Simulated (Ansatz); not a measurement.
`C=[C](F)[AlH][OH]` + CH₃SH → `C=C(F)SC` + `[OH][AlH2]` at 400 K and 1 bar (substitution at a C–Al bond).

Calculated with Ansatz (gas phase, PBE0-D4/def2-TZVP geometries, no zero-point term in ΔE). CCSD(T)/CBS adds triple-zeta CCSD(T) − MP2 to the extrapolated MP2 energy (def2 sets, frozen cores). This one scheme is used for every species. Each species was taken in one conformer, which may not be the lowest.

```csv
species,CCSD(T)/CBS energy (Eh),H − E (kJ/mol),S (J/(mol·K))
`C=[C](F)[AlH][OH]`,-495.51681,175.5,373.1
CH₃SH,-438.22835,138.7,269.4
`C=C(F)SC`,-614.69893,222.0,358.6
`[OH][AlH2]`,-319.03157,88.7,271.1
```

H − E and S are ideal-gas, rigid-rotor, harmonic terms from PBE0-D4/def2-TZVP, for one conformer and one mirror image of each species. 1 Eh = 2625.50 kJ/mol, R = 8.31446 J/(mol·K).

**Question.** By hand: ΔE, ΔH, ΔS and ΔG.

**Answer.** ΔE = (-614.69893) + (-319.03157) − (-495.51681) − (-438.22835) = 0.01466 Eh = 38.5 kJ/mol. Δ(H − E) = 222.0 + 88.7 − 175.5 − 138.7 = -3.5, so ΔH = 35.0 kJ/mol. ΔS = 358.6 + 271.1 − 373.1 − 269.4 = -12.8 J/(mol·K). ΔG = 35.0 − 400 × (-12.8)/1000 = 40.1 kJ/mol.

**Question.** By hand: the equilibrium constant, and the temperature at which ΔG would vanish if ΔH and ΔS stayed fixed.

**Answer.** log₁₀ K = −ΔG/(RT ln 10) = -5.2. ΔH and −TΔS have one sign here, so there is no such temperature.

The number of gas molecules stays the same, so ΔS is small and ΔH decides. A doubt of 5 kJ/mol in ΔE shifts log₁₀ K by 0.7 here. Other conformers and mirror images would add mixing entropy, several J/(mol·K) or more a flexible species. These are equilibria of isolated gas molecules and say nothing of rates. Largest T1 diagnostic: 0.013 (customary marks: 0.02 for closed shells, 0.045 for open ones).

ΔS is within the doubt of such terms, so its sign, and with it that verdict, could turn.
